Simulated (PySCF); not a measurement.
N-methylbut-3-yn-1-amine (C₅H₉N), SMILES C#CCCNC.

Geometry optimised at PBE-D3(BJ)/def2-SVP. One conformer was computed; it need not be the lowest.

All values below come from PBE-D3(BJ)/def2-SVP run with PySCF.

Harmonic, unscaled wavenumbers; measured fundamentals usually lie a few per cent lower.

```
mode  ν (cm⁻¹)  IR (km/mol)  moving atoms (share of kinetic energy)
----  --------  -----------  --------------------------------------
1           92          0.9                          C 59 %, H 39 %
2          117          1.6                  H 41 %, C 34 %, N 25 %
3          120          0.4                          C 75 %, H 24 %
4          247          1.0                  H 77 %, C 12 %, N 11 %
5          280          1.2                  C 48 %, H 32 %, N 20 %
6          351          7.3                          C 70 %, H 29 %
7          401          0.3                  C 63 %, H 20 %, N 17 %
8          502         15.6                  C 74 %, H 16 %, N 10 %
9          637         39.7                          H 79 %, C 21 %
10         651         36.1                          H 79 %, C 21 %
11         753         92.6                          H 81 %, N 13 %
12         769          0.7                          H 85 %, C 15 %
13         954          1.6                          C 75 %, H 21 %
14         978          4.7                          H 52 %, C 42 %
15        1007          9.9                          H 56 %, C 39 %
16        1033          4.8                          C 61 %, H 38 %
17        1097          3.0                          H 79 %, C 18 %
18        1126          8.8                  H 57 %, C 26 %, N 16 %
19        1176         47.3                  N 41 %, C 34 %, H 26 %
20        1197          3.3                   H 65 %, C 26 %, N 9 %
21        1251          2.3                   H 62 %, C 29 %, N 9 %
22        1256          6.6                                  H 91 %
23        1342         16.7                          H 65 %, C 35 %
24        1390          1.7                          H 87 %, C 12 %
25        1393          2.0                           H 91 %, C 9 %
26        1411         16.5                                  H 91 %
27        1424          0.6                           H 87 %, C 9 %
28        1450          2.0                           H 91 %, C 8 %
29        1454         27.7                           H 87 %, N 9 %
30        2169          9.5                           C 91 %, H 9 %
31        2846         47.2                                  H 93 %
32        2855        149.4                                  H 94 %
33        2949         15.1                                  H 94 %
34        2987         22.4                                  H 92 %
35        2991         29.4                                  H 93 %
36        3007         14.5                           H 91 %, C 9 %
37        3052         21.8                           H 91 %, C 9 %
38        3410         72.4                          H 86 %, C 14 %
39        3427          0.2                                  H 93 %
```
